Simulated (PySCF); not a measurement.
# What a mistake does to a calculation on H5OSi2

Calculated results; nothing here was measured. The program is PySCF 2.14.0, an open-source quantum chemistry code, run on an isolated molecule that a program drew, which may never have been made. The molecule is H5OSi2 (charge 0, doublet), drawn as the SMILES string `O[SiH][SiH3]`.

Each row is a Hartree-Fock (HF) and frozen-core CCSD(T) single point in the cc-pV(D+d)Z basis, meant for a local HF minimum. Run 1 is clean. Each other run has one planted mistake out of seven kinds, and not every kind appears here: one electron removed, one electron added, multiplicity raised by two, geometry at a saddle point, minimal basis STO-3G, one bond length entered in bohr, all coordinates scaled. The reference is restricted for singlets and unrestricted otherwise, and also for a bond in bohr. Adding or removing an electron swaps singlet and doublet. Electrons count all cores. HOMO and LUMO are orbital energies over both spins, the gradient is its largest component, and the lowest frequency (negative if imaginary) is given only where the gradient is small. Bond lengths are over the 7 bonds as drawn. T1 is the CCSD diagnostic: over 0.02 (restricted) or 0.045 (unrestricted) a single reference is doubtful.

Geometry of the clean run:
```xyz
8
H5OSi2, angstrom
O    -1.5199    0.8937   -1.0668
Si    0.1112    0.6875   -1.3090
Si    0.6604   -1.5402   -0.7628
H    -1.8822    1.7663   -1.1117
H     0.8847    1.6758   -0.5054
H     0.3427   -1.8675    0.6486
H     2.1157   -1.7272   -0.9809
H    -0.0807   -2.4678   -1.6487
```

```
run,electrons,basis functions,<S^2>,HOMO (eV),LUMO (eV),gradient (hartree/bohr),lowest frequency (cm^-1),mean bond (Å),longest bond (Å),T1,HF (hartree),CCSD(T) (hartree),mistake
1,41,85,0.757,-8.41,1.57,3.2e-05,106,1.5578,2.358,0.0157,-655.64358,-656.07146,no fault
2,41,85,3.760,-4.33,-2.02,2.9e-02,-,1.5578,2.358,0.0323,-655.41547,-655.83996,multiplicity raised by two
3,40,85,0.000,-17.37,-6.50,6.4e-02,-,1.5578,2.358,0.0207,-655.36887,-655.79808,one electron removed
4,42,85,0.000,-0.27,8.59,6.5e-02,-,1.5578,2.358,0.0134,-655.61697,-656.07371,?
```

**Which mistake was planted in run 4, and what did it cost?**

It counts 42 electrons, one more than the clean run, at the same geometry and basis. So the mistake is: one electron added. Subtracting run 1 and multiplying by 627.51 kcal/mol a hartree, the energy moved by 16.7 kcal/mol in HF and -1.4 kcal/mol in CCSD(T).

Cautions from the logs. Run 3: T1 is over the limit, so its CCSD(T) energy is less reliable.
